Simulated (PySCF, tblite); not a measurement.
C₅H₁₃AlSi.
Numbering: `[SiH3:1][CH2:2][C@@H:3]1[CH2:4][CH2:5][AlH:6][CH2:7]1` (hydrogens: H8, H9, H10 on Si1; H11, H12 on C2; H13 on C3; H14, H15 on C4; H16, H17 on C5; H18 on Al6; H19, H20 on C7)

Computed with GFN2-xTB (tblite), gas phase: nudged elastic band of 9 images (0 to 8), spring 0.2 eV/Å², climbing image at the end, force threshold 0.05 eV/Å. No saddle search or frequency run followed, so the top image need not be a first-order saddle, and its height can exceed the method's true barrier by a kcal/mol or more.

Path: rotation about C2–C3 (sp3 carbon bound to silicon, sp3 CH carbon), followed by the dihedral Si1–C2–C3–C4.

Image 0 (start, dihedral -179°):
```
atom  x, y, z in Å
Si1     2.758    0.384   -0.755
C2      1.409   -0.656    0.091
C3      0.062    0.053    0.237
C4     -0.959   -0.860    0.946
C5     -2.273   -0.103    1.239
Al6    -2.371    0.866   -0.504
C7     -0.507    0.520   -1.121
H8      2.731    1.749   -0.220
H9      2.560    0.426   -2.206
H10     4.061   -0.226   -0.480
H11     1.758   -0.952    1.085
H12     1.257   -1.583   -0.467
H13     0.203    0.938    0.873
H14    -1.167   -1.710    0.287
H15    -0.517   -1.257    1.865
H16    -3.055   -0.816    1.522
H17    -2.126    0.536    2.120
H18    -3.530    1.645   -1.158
H19    -0.393   -0.295   -1.849
H20     0.094    1.349   -1.511
```

Image 8 (end, +0.021 eV, dihedral -63°):
```
atom  x, y, z in Å
Si1     2.767    0.057    0.353
C2      1.323   -0.498   -0.756
C3     -0.027    0.147   -0.440
C4     -0.515   -0.221    0.973
C5     -1.811    0.540    1.331
Al6    -2.689    0.376   -0.454
C7     -1.100   -0.248   -1.483
H8      2.759   -0.651    1.637
H9      2.673    1.499    0.593
H10     4.028   -0.242   -0.331
H11     1.215   -1.585   -0.703
H12     1.577   -0.268   -1.794
H13     0.093    1.239   -0.469
H14    -0.706   -1.299    0.996
H15     0.278   -0.011    1.696
H16    -2.271    0.093    2.219
H17    -1.550    1.567    1.623
H18    -4.139    0.654   -0.898
H19    -1.050   -1.335   -1.641
H20    -0.859    0.200   -2.454
```

Problem. What do the inner images look like?

Solution. 
Image 1: +0.018 eV, dihedral -165°
```
atom  x, y, z in Å
Si1     2.809    0.428   -0.625
C2      1.388   -0.685   -0.026
C3      0.049    0.035    0.147
C4     -0.933   -0.821    0.971
C5     -2.227   -0.035    1.276
Al6    -2.414    0.828   -0.514
C7     -0.590    0.417   -1.208
H8      2.797    1.669    0.156
H9      2.686    0.753   -2.048
H10     4.075   -0.277   -0.403
H11     1.677   -1.123    0.934
H12     1.251   -1.525   -0.712
H13     0.217    0.958    0.722
H14    -1.178   -1.720    0.396
H15    -0.442   -1.143    1.894
H16    -2.993   -0.722    1.651
H17    -2.029    0.663    2.101
H18    -3.608    1.574   -1.142
H19    -0.546   -0.456   -1.875
H20     0.007    1.192   -1.699
```

Image 2: +0.061 eV, dihedral -151°
```
atom  x, y, z in Å
Si1     2.853    0.445   -0.479
C2      1.370   -0.698   -0.148
C3      0.035    0.030    0.052
C4     -0.895   -0.769    0.985
C5     -2.171    0.036    1.313
Al6    -2.466    0.781   -0.515
C7     -0.682    0.323   -1.286
H8      2.827    1.534    0.503
H9      2.812    1.016   -1.827
H10     4.086   -0.330   -0.313
H11     1.593   -1.282    0.751
H12     1.263   -1.427   -0.955
H13     0.221    0.990    0.556
H14    -1.168   -1.706    0.488
H15    -0.349   -1.026    1.899
H16    -2.911   -0.623    1.778
H17    -1.925    0.788    2.075
H18    -3.704    1.470   -1.123
H19    -0.687   -0.596   -1.891
H20    -0.109    1.054   -1.866
```

Image 3: +0.108 eV, dihedral -136°
```
atom  x, y, z in Å
Si1     2.881    0.436   -0.322
C2      1.356   -0.698   -0.271
C3      0.022    0.035   -0.044
C4     -0.842   -0.706    0.995
C5     -2.110    0.104    1.342
Al6    -2.517    0.727   -0.510
C7     -0.776    0.233   -1.352
H8      2.814    1.365    0.811
H9      2.924    1.208   -1.567
H10     4.089   -0.385   -0.205
H11     1.504   -1.429    0.529
H12     1.297   -1.282   -1.192
H13     0.218    1.032    0.380
H14    -1.129   -1.677    0.579
H15    -0.240   -0.891    1.890
H16    -2.813   -0.533    1.888
H17    -1.834    0.905    2.043
H18    -3.795    1.362   -1.093
H19    -0.807   -0.724   -1.895
H20    -0.246    0.929   -2.011
```

Image 4 (top): +0.130 eV, dihedral -120°
```
atom  x, y, z in Å
Si1     2.887    0.404   -0.160
C2      1.344   -0.682   -0.392
C3      0.010    0.048   -0.138
C4     -0.776   -0.633    1.000
C5     -2.042    0.172    1.366
Al6    -2.565    0.666   -0.497
C7     -0.868    0.141   -1.406
H8      2.761    1.174    1.081
H9      3.012    1.337   -1.283
H10     4.075   -0.450   -0.086
H11     1.411   -1.548    0.272
H12     1.350   -1.091   -1.404
H13     0.208    1.077    0.199
H14    -1.065   -1.635    0.665
H15    -0.119   -0.748    1.867
H16    -2.703   -0.447    1.982
H17    -1.752    1.017    2.005
H18    -3.879    1.250   -1.054
H19    -0.902   -0.848   -1.886
H20    -0.393    0.808   -2.134
```

Image 5: +0.111 eV, dihedral -105°
```
atom  x, y, z in Å
Si1     2.870    0.348   -0.001
C2      1.333   -0.648   -0.509
C3     -0.001    0.069   -0.228
C4     -0.701   -0.552    0.995
C5     -1.970    0.240    1.381
Al6    -2.607    0.596   -0.478
C7     -0.951    0.049   -1.447
H8      2.675    0.950    1.320
H9      3.077    1.422   -0.980
H10     4.041   -0.532    0.028
H11     1.327   -1.621   -0.011
H12     1.412   -0.866   -1.577
H13     0.191    1.124    0.021
H14    -0.982   -1.580    0.742
H15     0.008   -0.598    1.827
H16    -2.581   -0.359    2.065
H17    -1.675    1.129    1.954
H18    -3.958    1.121   -1.005
H19    -0.971   -0.968   -1.863
H20    -0.540    0.688   -2.238
```

Image 6: +0.067 eV, dihedral -89°
```
atom  x, y, z in Å
Si1     2.834    0.268    0.152
C2      1.325   -0.587   -0.627
C3     -0.013    0.101   -0.318
C4     -0.621   -0.460    0.981
C5     -1.894    0.316    1.387
Al6    -2.647    0.509   -0.454
C7     -1.026   -0.045   -1.476
H8      2.569    0.663    1.538
H9      3.127    1.476   -0.628
H10     3.984   -0.639    0.118
H11     1.261   -1.634   -0.319
H12     1.480   -0.603   -1.709
H13     0.159    1.175   -0.158
H14    -0.881   -1.510    0.809
H15     0.133   -0.433    1.773
H16    -2.443   -0.253    2.145
H17    -1.600    1.253    1.877
H18    -4.042    0.949   -0.943
H19    -1.018   -1.088   -1.822
H20    -0.690    0.555   -2.330
```

Image 7: +0.049 eV, dihedral -70°
```
atom  x, y, z in Å
Si1     2.791    0.135    0.307
C2      1.325   -0.468   -0.750
C3     -0.030    0.157   -0.411
C4     -0.540   -0.330    0.956
C5     -1.823    0.422    1.373
Al6    -2.696    0.377   -0.422
C7     -1.095   -0.154   -1.491
H8      2.485    0.191    1.740
H9      3.160    1.486   -0.129
H10     3.913   -0.788    0.123
H11     1.230   -1.556   -0.689
H12     1.563   -0.244   -1.795
H13     0.088    1.249   -0.354
H14    -0.755   -1.401    0.878
H15     0.244   -0.207    1.706
H16    -2.281   -0.083    2.230
H17    -1.543    1.420    1.735
H18    -4.150    0.654   -0.853
H19    -1.037   -1.224   -1.739
H20    -0.852    0.377   -2.418
```

The largest changes of bonds and angles from start to top: C2–C3 1.529 → 1.542 Å, Al6–C7–H19 115.5 → 114.1°, H9–Si1–H10 108.5 → 109.9°, C2–C3–H13 108.4 → 109.8°. GFN2-xTB torsional profiles can miss by a kcal/mol or more and can put conformers in the wrong order.

Problem. What do single points at PBE0/pcSseg-1 (PySCF, no dispersion term) give on some images?

Solution. 
| image | GFN2-xTB E (eV) | DFT E (eV) | HOMO (eV) | LUMO (eV) | dipole (D) |
| --- | --- | --- | --- | --- | --- |
| 0 | 0.000 | 0.000 | -7.23 | -1.18 | 0.77 |
| 2 | 0.061 | 0.048 | -7.20 | -1.17 | 0.67 |
| 4 | 0.130 | 0.120 | -7.14 | -1.17 | 0.64 |
| 6 | 0.067 | 0.057 | -7.10 | -1.18 | 0.63 |
| 8 | 0.021 | 0.008 | -7.09 | -1.17 | 0.65 |

Energies count from image 0 at each level. At the GFN2-xTB top the DFT energy is 2.8 kcal/mol against 3.0; the geometries weren't optimised at the DFT level.

The cost below is that of the whole band run. On an Intel Xeon at 2.50 GHz with one thread, shared host with 64 logical CPUs at a one-minute load of 60, this took 15 s wall and 0.19 GiB of memory at its peak.
